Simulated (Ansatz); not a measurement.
Basis-set extrapolation for CH$_{7}$AlOSi, SMILES `[AlH2][O]C[SiH3]` (PBE0-D4/def2-TZVP geometry, frozen core, Ansatz). Multiplicity 1, RHF reference.

|  | def2-TZVPP | def2-QZVPP |
| --- | --- | --- |
| HF | -647.745054 | -647.767348 |
| MP2 correlation | -0.620707 | -0.666199 |
| CCSD(T) correlation | -0.692668 | not run |

Energies in hartree. Use E(X) = E(∞) + A·exp(−7.88·√X) for Hartree–Fock and E(X) = E(∞) + B·X^(−2.97) for correlation, with X = 3 and 4, and add CCSD(T) minus MP2 of the smaller set to the MP2 limit.

**Question.** What is the CCSD(T) energy at the basis-set limit?

**Answer.** HF limit: -647.767348 + (-0.022294) × 0.13774 = -647.77042. MP2 limit: -0.666199 + (-0.045492) × 0.74074 = -0.69990. Higher-order term: -0.692668 − (-0.620707) = -0.07196. Total: -648.54228 hartree, 274.5 kJ/mol below CCSD(T)/def2-TZVPP.
